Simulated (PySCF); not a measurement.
NiO, SMILES [O]=[Ni] (connectivity only; charge and spin as stated), neutral, multiplicity 3. Atoms are numbered in the order given.

```xyz
2

Ni     0.0000     0.0000    -0.3588
O      0.0000     0.0000     1.2559
```
Charge 0, spin multiplicity 3.

The structure is a stationary point at PBE0-D3(BJ)/def2-TZVPD. The multiplicity is an assumed one; other spin states were not compared.

Calculation: M06-2X/def2-TZVPD run with PySCF.

Mulliken values depend strongly on the basis, most of all with diffuse functions as here. ESP charges are fitted to the potential on shells at 1.4 to 2.0 van der Waals radii. Atomic charges (e):

| atom | meta-Löwdin | Mulliken | ESP fit | Mulliken spin |
|---|---|---|---|---|
| Ni1 | … | 0.87 | 0.72 | 1.15 |
| O2 | … | -0.87 | -0.72 | 0.85 |

Fill in the missing entries. (Estimate from the structure and the level; the computed values follow.)


- Ni1, meta-Löwdin: 0.82
- O2, meta-Löwdin: -0.82
